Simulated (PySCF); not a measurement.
**Static response to an electric field**

Species: C4H6O2SSi.
Geometry (GFN2-xTB, Å), atoms numbered from 1 in this order:
```
atom  x, y, z in Å
O1     3.479    1.277    0.600
C2     3.278    0.288   -0.045
O3     2.105   -0.255   -0.328
C4     0.967    0.360    0.159
C5    -0.245   -0.127   -0.069
C6    -1.555    0.441    0.402
Si7   -2.615   -0.917   -0.418
S8    -0.630   -1.583   -0.999
H9     4.067   -0.329   -0.506
H10    1.136    1.259    0.737
H11   -1.601    0.488    1.491
H12   -1.710    1.454    0.031
H13   -3.412   -0.500   -1.562
H14   -3.266   -1.856    0.484
```

Level: CAM-B3LYP/def2-SVPD (PySCF), static field, nuclei fixed, core orbitals frozen in the response. The polarisability tensor in these axes (au):

```
x   140.69  17.57   6.46
y    17.57  91.21  13.11
z     6.46  13.11  77.56
```

Q: What are the eigenvalues, a third of the trace, and Δα (Δα² = ½Σ(αi − αj)² over the three pairs)?

A: Principal values 69.39, 92.28 and 147.79 au; mean 103.16 au = 15.29 Å³ = 17.01 × 10⁻⁴⁰ C²·m²/J; Δα = 69.83 au (68 % of the mean).

Q: What is the dipole moment, and where does it point?

A: (-3.20, -0.41, -0.05) D, 3.23 D in size, pointing from the negative to the positive side. Measured along this direction, the outermost atoms are H9 at the negative end and H13 and H14 at the positive end.

Q: What depolarisation ratio follows for Rayleigh scattering of linearly polarised light, taking the static tensor?

A: ρ = 3Δα²/(45ᾱ² + 4Δα²) = 14628.8/(478844 + 19505.1) = 0.0294.

Q: Find the Langevin capture rate constant for H3+ (3.023 u) meeting this molecule (145.986 u), k = 2.342 × 10⁻⁹ cm³/s × √(α in Å³ / reduced mass in u).

A: The reduced mass is 2.96 u, so k = 5.32 × 10⁻⁹ cm³/s. The formula leaves out the permanent dipole, which adds to the capture rate.

Q: Form Σ f/ω² (atomic units) for the 8 lowest TDDFT singlets, given as eV and f, and set it beside the mean polarisability, which is this sum over all singlets: 4.93, 0.0031; 5.19, 0.0001; 5.44, 0.4239; 5.82, 0.0014; 5.86, 0.0022; 6.48, 0.0264; 6.79, 0.0014; 6.97, 0.0082.

A: They add up to 11.39 au, 11.0 % of the 103.16 au; the largest single term is 10.60 au, from the state at 5.44 eV. Terms in order: 0.09, 0.00, 10.60, 0.03, 0.05, 0.47, 0.02, 0.13 au. Higher excitations give the rest. The strengths listed sum to 0.467.

Q: What molar refraction does this α imply?

A: Lorentz–Lorenz: R = (4π/3)N_A α = 2.5225 cm³/(mol·Å³) × 15.29 Å³ = 38.6 cm³/mol, in the limit of long wavelengths.

Isolated species at its GFN2-xTB geometry (one conformer only).
